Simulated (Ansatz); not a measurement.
Reaction (germylene formation by 1,1-elimination): `[F][GeH3]` → `[F][GeH]` + H₂

Gas-phase electronic energies from Ansatz, PBE0-D4/def2-TZVP geometries. CCSD(T)/CBS is the MP2 limit (def2-TZVPP, def2-QZVPP) plus CCSD(T) − MP2 in def2-TZVPP, frozen cores. This one scheme is used for every species. Functionals use def2-TZVPP. B3LYP here is the variant with VWN-RPA as its local correlation; programs differ in this. HSE06 is defined as in plane-wave codes. For Ge outer-core shells are correlated without core-valence functions, which leaves a few kJ/mol of doubt a bond. Scalar relativity is left out up to krypton.

Q: Is it downhill or uphill in electronic energy at CCSD(T)/CBS, and by how much? (An estimate is asked.)

A: The calculation gave: Uphill: ΔE = +131.4 kJ/mol.

Q: What do these levels give: revPBE-D4, BLYP-D4, HSE06-D4, BHLYP-D4, BLYP, B3LYP, r2SCANh, HSE06, BHLYP, MP2/def2-SVP, MP2/def2-TZVPP, MP2/CBS(def2)? (Estimate.)

A: The calculation gave: revPBE-D4 110.1, BLYP-D4 94.8, HSE06-D4 139.5, BHLYP-D4 135.9, BLYP 91.0, B3LYP 112.0, r2SCANh 144.2, HSE06 138.2, BHLYP 134.0, MP2/def2-SVP 154.8, MP2/def2-TZVPP 149.5, MP2/CBS(def2) 138.9 kJ/mol.

Largest T1 diagnostic among the species: 0.014.

At CCSD(T), def2-SVP lies +11.3 kJ/mol from the extrapolated value and def2-TZVPP +10.5 kJ/mol. From r2SCAN to r2SCAN0 (25 % exact exchange), in def2-TZVPP and without D4, ΔE moves by +9.5 kJ/mol.
